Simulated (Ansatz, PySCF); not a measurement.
## From computed data to an observable: transport gap, exciton binding and injection barriers

C₉H₆N₄, SMILES C1=CC2=CC=NC3=CC=NC(=N1)N23.

Geometry: PBE0-D3(BJ)/def2-SVP.

Gas-phase, vertical values: ionisation energy 7.36 eV and electron affinity 0.91 eV from ΔSCF with PBE/def2-SVPD (Ansatz, an electronic-structure program); S1 1.92 eV and T1 1.70 eV from TDA-PBE/def2-SVP (PySCF). Assume, for the exercise, a film of permittivity 4.0, a cavity radius of 5.0 Å and electrodes of work function 5.0 eV (anode) and 4.2 eV (cathode), with aligned vacuum levels.

Work out the fundamental gap and exciton binding energy in the gas phase, the levels in the film by Born's model, the injection barriers and the thermal weight of S1 against T1 at 298 K.


Fundamental gap IE − EA = 6.45 eV; exciton binding = gap − S1 = 4.53 eV.
Born polarisation P = (14.3996 eV Å / 2r)(1 − 1/ε) = 1.08 eV. Film: IE = 6.28 eV, EA = 1.99 eV, transport gap 4.29 eV; with S1 unchanged the binding falls to 2.37 eV.
Hole barrier IE − Φ(anode) = 1.28 eV; electron barrier Φ(cathode) − EA = 2.21 eV (a negative value means no barrier, and the level would pin).
ΔE(ST) = S1 − T1 = 0.22 eV, and the triplet has three sublevels, so the ratio S1/T1 is (1/3) exp(−ΔE/kT) = 6.4e-5 with kT = 0.02569 eV: small enough a gap for thermal return to the singlet. All inputs carry the errors of their functional, and relaxed states would shift them.
